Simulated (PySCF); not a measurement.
Compound: C6H5F3Se.
InChI=1S/C6H5F3Se/c1-4-2-5(10-3-4)6(7,8)9/h2-3H,1H3

Method: PBE0-D3(BJ)/def2-SVP geometry optimisation, gas phase (PySCF 2.14.0).

Take the most abundant isotopes and a rigid rotor. 

What are A, B and C (MHz)?

Ia = 349.36, Ib = 671.03, Ic = 929.87 u·Å²; 505379 MHz·u·Å²/I gives A = 1447, B = 753.1, C = 543.5 MHz.

What kind of rotor is it?

An asymmetric top. Ray's parameter κ = (2B − A − C)/(A − C) = -0.536; −1 is the prolate and +1 the oblate limit.

Is it planar, by Δ = Ic − Ia − Ib?

Not planar: Δ = Ic − Ia − Ib = -90.52 u·Å². For a rigid frame Δ = −2 Σ m c², so Σ m c² = 45.26 u·Å² lies off the ab plane: 1.59 from hydrogen and 43.67 from heavier atoms. The atom farthest from that plane is 1.15 Å away.

Where do the levels up to J = 5 lie, in K?

Above 0(0,0), as E/k:
J = 1: 1(0,1) 0.062, 1(1,1) 0.096, 1(1,0) 0.106
J = 2: 2(0,2) 0.185, 2(1,2) 0.210, 2(1,1) 0.240, 2(2,1) 0.340, 2(2,0) 0.342
J = 3: 3(0,3) 0.364, 3(1,3) 0.380, 3(1,2) 0.440, 3(2,2) 0.527, 3(2,1) 0.536, 3(3,1) 0.719, 3(3,0) 0.720
J = 4: 4(0,4) 0.597, 4(1,4) 0.606, 4(1,3) 0.705, 4(2,3) 0.774, 4(2,2) 0.800, 4(3,2) 0.971, 4(3,1) 0.973, 4(4,1) 1.237, 4(4,0) 1.237
J = 5: 5(0,5) 0.881, 5(1,5) 0.885, 5(1,4) 1.030, 5(2,4) 1.081, 5(2,3) 1.133, 5(3,3) 1.287, 5(3,2) 1.294, 5(4,2) 1.552, 5(4,1) 1.552, 5(5,1) 1.893, 5(5,0) 1.893

Predict some low-J microwave lines.

The dipole components are |μa| = 2.96 D, |μb| = 0.46 D, |μc| = 0.01 D. Intensities carry the squares of the components, which stand as 1.00 : 0.02 : 0.00 (a : b : c). Some lines, for components of 0.1 D or more:

```tsv
type	branch	J(Ka,Kc)	MHz	lower level (cm⁻¹)
a	Q	5(2,3) ← 5(2,4)	1093	0.751
b	R	2(0,2) ← 1(1,1)	1859	0.066
b	Q	3(2,1) ← 3(1,2)	1989	0.306
b	Q	2(2,0) ← 2(1,1)	2121	0.167
b	Q	4(1,3) ← 4(0,4)	2254	0.415
a	R	2(0,2) ← 1(0,1)	2552	0.043
b	Q	2(2,1) ← 2(1,2)	2709	0.146
b	R	3(0,3) ← 2(1,2)	3211	0.146
b	Q	3(3,0) ← 3(2,1)	3825	0.373
a	R	3(2,2) ← 2(2,1)	3890	0.236
b	Q	4(3,2) ← 4(2,3)	4115	0.538
b	Q	5(3,3) ← 5(2,4)	4301	0.751
a	R	4(0,4) ← 3(0,3)	4847	0.253
b	R	2(2,1) ← 1(1,0)	4883	0.073
a	R	4(3,2) ← 3(3,1)	5255	0.500
b	R	5(1,4) ← 4(2,3)	5334	0.538
a	R	4(2,2) ← 3(2,1)	5493	0.373
a	R	5(0,5) ← 4(0,4)	5920	0.415
a	R	5(3,3) ← 4(3,2)	6579	0.675
b	R	3(2,1) ← 2(1,2)	6794	0.146
b	R	3(3,1) ← 2(2,0)	7864	0.238
b	R	4(2,2) ← 3(1,3)	8735	0.264
b	R	5(3,3) ← 4(2,2)	10160	0.556
b	R	4(4,0) ← 3(3,1)	10784	0.500
b	R	5(4,2) ← 4(3,1)	12067	0.676
b	R	5(5,1) ← 4(4,0)	13674	0.860
```

No frequency check. Zero-point vibration and centrifugal distortion are left out. A rigid rotor knows nothing of internal rotation, which can split or shift real lines.

Conformer computed: `[CH3:1][c:2]1[cH:3][se:4][c:5]([C:6]([F:7])([F:8])[F:9])[cH:10]1`: Se4–C5–C6–F7 112°.
